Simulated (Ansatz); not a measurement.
Two isomers of CH6Cl2O2Si2: A = `O[Si@H](Cl)C[Si@H](O)Cl`, B = `CO[Si@H](Cl)[Si@H](O)Cl`.

Calculated with Ansatz (gas phase, PBE0-D4/def2-TZVP geometries, no zero-point term in ΔE). CBS: MP2 limit from def2 TZ/QZ plus the TZ coupled-cluster correction, frozen cores. Functionals use def2-TZVPP. B3LYP here is the variant with VWN-RPA as its local correlation; programs differ in this. One conformer a species, not always the lowest.

Question: Which is lower in electronic energy at CCSD(T)/CBS, and by how much? (Estimate.)

Answer: Ansatz gave: A, by 33.9 kcal/mol.

Question: Give E(B) − E(A) in kcal/mol with PBE0-D4, PBE-D4, B3LYP-D4, ωB97M-V, B2PLYP, r2SCAN-D4, HF/def2-TZVPP. (Estimate.)

Answer: The calculation gave: PBE0-D4 31.6, PBE-D4 29.6, B3LYP-D4 30.4, ωB97M-V 34.8, B2PLYP 31.8, r2SCAN-D4 33.1, HF/def2-TZVPP 29.7. None reverses the order clearly.

Largest T1 diagnostic: 0.011.

The D4 term adds +1.3 kcal/mol with B3LYP and +0.6 kcal/mol with PBE0; it sums over pairs of atoms, weighted by their polarisabilities, and B3LYP, whose exchange is more repulsive, gets the larger term. From PBE to PBE0 (25 % exact exchange), in def2-TZVPP and without D4, E(B) − E(A) moves by +2.2 kcal/mol.
